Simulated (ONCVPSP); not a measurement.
Cutoff test, molybdenum, ONCV

ONCVPSP 4.0.1 input, shortened (lines: element, Z, core and valence counts, functional; n l f; lmax; l rc ep ncon nbas qcut; lloc lpopt rc5 dvloc0; l nproj debl; icmod fcfact rcfact), BLYP, scalar-relativistic:

```
  Mo 42.00    7    2  -106131      upf
    1    0    2.00
    2    0    2.00
    2    1    6.00
    3    0    2.00
    3    1    6.00
    3    2   10.00
    4    0    2.00
    4    1    6.00
    4    2    6.00
    2
    0    2.25    0.16    3    6    2.90
    1    1.25    0.00    3    7    6.50
    2    2.05    0.00    4    9    7.80
    4    5    1.25    9.00
    0    2    1.50
    1    2    2.80
    2    1    0.50
    1    0.75    0.00
```

In the s channel the program set the typed energies aside and used 0.050, 1.550 Ha.

Question: For each optimised wave give the share of its norm inside rc, the residual kinetic energy above qcut (Ha) and the cutoffs (Ha) for errors of 10, 1, 0.1 and 0.01 mHa per electron.

Answer:

```csv
wave,norm inside rc,residual KE,10 mHa,1 mHa,0.1 mHa,0.01 mHa
s projector 1,0.036,8.1e-05,0.9,2.2,4.0,21.0
s projector 2,0.134,4.9e-03,3.9,4.9,5.9,22.6
4p,0.556,1.8e-03,9.6,33.2,107.0,not reached
p projector 2,0.055,8.0e-04,8.6,20.0,42.9,108.3
4d,0.565,9.8e-08,13.5,18.1,21.9,24.9
```

The occupied waves need 33 Ha and 107 Ha for 1 and 0.1 mHa. Note: ghosts flagged at negative energy: s at -0.59 eV (a further GHOST(-) flag falls on a real empty level of the atom); no localised positive-energy state flagged. A true bound ghost makes a file unfit for plane-wave use. 3 of 4 tests not solved or not reliable.
